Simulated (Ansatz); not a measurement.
Ansatz (a first-principles code) input:
A basis named .json is the Basis Set Exchange file of that set.

Ansatz 0.2 input:
```yaml
crystal:
  periodic: [false, false, false]
  atoms:
    - {symbol: C, position_ang: [-3.13261594, -0.62674951, 0.24000424]}
    - {symbol: O, position_ang: [-2.04963595, 0.24163908, -0.02318899]}
    - {symbol: Al, position_ang: [-0.38576496, 0.11668070, -0.02405405]}
    - {symbol: Br, position_ang: [0.83658969, 1.91645348, -0.54777356]}
    - {symbol: Br, position_ang: [0.60626056, -1.83465146, 0.49443730]}
    - {symbol: H, position_ang: [-2.79688348, -1.63189345, 0.51081357]}
    - {symbol: H, position_ang: [-3.76575679, -0.69652037, -0.64707024]}
    - {symbol: H, position_ang: [-3.72939102, -0.22412167, 1.06121478]}
basis:
  gaussian:
    orbitals: def2-TZVPPD.json
    fitting: {mean_field: def2-universal-jkfit, correlation: def2-TZVPPD-RIFIT.json}
magnetization: {spin_polarized: true, initial_magnetization: 2}
correlation: {method: mp2, electrons: outside_noble_gas}
```

**Question.** Predict the final energy.

**Answer.** -5502.02008 Eh (RI-MP2/def2-TZVPPD). The basis has 290 functions.

This state (charge 0, triplet) is run at the relaxed geometry of the species with charge 0 and multiplicity 1, and is a spin state other than that species' own.
